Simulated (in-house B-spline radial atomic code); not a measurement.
# KLI/ALDAx excitations of Pb⁴⁺

Method: KLI/ALDAx. Computed with an all-electron radial atomic-structure program (B-spline basis): linear response of the closed shell [Xe] 4f14 5d10 with the adiabatic LDA exchange kernel on the exchange-only KLI potential; scalar-relativistic (spin-free one-electron X2C), finite nucleus, no spin-orbit coupling, no double excitations, S, P, D and F terms only; shells from n = 3 respond. Only terms of natural parity with L up to 3 were computed.

Spin-orbit coupling is strong here, so these LS terms don't match observed levels.

Command:
```bash
python run_td.py task.json out
```
Settings (radii: box in bohr, nucleus in fm):
```
Z                        82
electrons                78
configuration            [Xe] 4f14 5d10
hamiltonian              x2c
method                   kli
box_radius               19.1
rms_radius               5.5012
intervals                103
```

Cost of the run: 18 s on 1 thread of Arm Neoverse N1 (shared host).

The lowest states, in the order of their Tamm-Dancoff energies; the method's threshold (minus the highest occupied level) is 69.62 eV. Labels give the largest channel, * marks a mixed state, and oscillator strengths are full-response dipole values. Semilocal kernels can invert the small singlet-triplet splittings of Rydberg terms. Energies in eV:

| state | full response | Tamm-Dancoff | oscillator strength |
| --- | --- | --- | --- |
| 5d → 6s 3D | 13.780 | 13.809 | - |
| 5d → 6s 1D | 14.971 | 15.021 | - |
| 5d → 6p 3P | 26.267 | 26.306 | - |
| 5d → 6p 3F | 26.611 | 26.629 | - |
| 5d → 6p 1F | 27.205 | 27.209 | - |
| 5d → 6p 1P | 28.217 | 28.324 | 1.07 |
| 5d → 6d 3S | ? | ? | - |
| 5d → 6d 3D | ? | ? | - |
| 5d → 6d 1D | 41.69 | 41.70 | - |
| 5d → 7s 3D | 42.39 | 42.39 | - |
| 5d → 7s 1D | 42.60 | 42.61 | - |
| 5d → 5f 3P | 43.52 | 43.56 | - |
| 5d → 5f 3F | 44.19 | 44.21 | - |
| 5d → 6d 1S | 44.12 | 44.43 | - |
| 5d → 5f 1F | 45.00 | 45.02 | - |

(1) Where does 5d → 6d 3S lie?

(2) Where does 5d → 6d 3D lie?

(3) How large is the singlet-triplet splitting of 5d → 6s (D terms) in Tamm-Dancoff?

(4) What polarisabilities and dispersion coefficient does the method give?

Answers

(1) At 40.47 eV in full response, 40.50 eV in Tamm-Dancoff.

(2) At 41.28 eV in full response, 41.29 eV in Tamm-Dancoff.

(3) 1.21 eV, from the unrounded values.

(4) Dipole 3.695 bohr³, quadrupole 10.77 bohr⁵, C6 19.45 hartree·bohr⁶ for two such species.
